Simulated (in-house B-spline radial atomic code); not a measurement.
Configurations of Tb III (Tb2+), with energies counted from [Xe] 4f9. Level of theory: scalar-relativistic (X2C) B97-1, spin-polarised, spherical fractional occupations, exact exchange averaged over the configuration, Fermi nucleus of rms radius 5.06 fm; calculated with a B-spline radial code for spherical atoms. Shells without spins written out take the highest spin.

Occupations are held fixed; configurations that lie above the ionisation limit could autoionise.

```
            configuration  E - E(ref) (eV)  highest orbital  its <r> (bohr)
             [Xe] 4f8 5d1           1.6241            5d up           2.294
[Kr] 4d10 4f9 5s2 5p5 5f1           35.888            5f up           5.811
 [Kr] 4d9 4f9 5s2 5p6 5d1           147.18            5d up           2.289
 [Kr] 4d9 4f9 5s2 5p6 6s1           147.83            6s up           3.286
 [Kr] 4d9 4f9 5s2 5p6 6d1           157.65            6d up           5.661
 [Kr] 4d9 4f9 5s2 5p6 6f1           161.99            6f up           9.818
```

**Question.** Order these further configurations by energy, lowest first.
A. [Kr] 4d10 4f9 5s2 5p5 6p1
B. [Kr] 4d10 4f10 5s2 5p5
C. [Kr] 4d9 4f9 5s2 5p6 5f1
D. [Kr] 4d10 4f9 5s2 5p5 6f1
E. [Kr] 4d10 4f9 5s2 5p5 6s1

**Answer.** E (24.465 eV), B (24.66 eV), A (28.999 eV), D (38.496 eV), C (159.37 eV).

**Question.** How far above the reference does [Xe] 4f8 6s1 lie?

**Answer.** 2.293 eV; its least bound orbital is 6s up with <r> = 3.29 bohr.
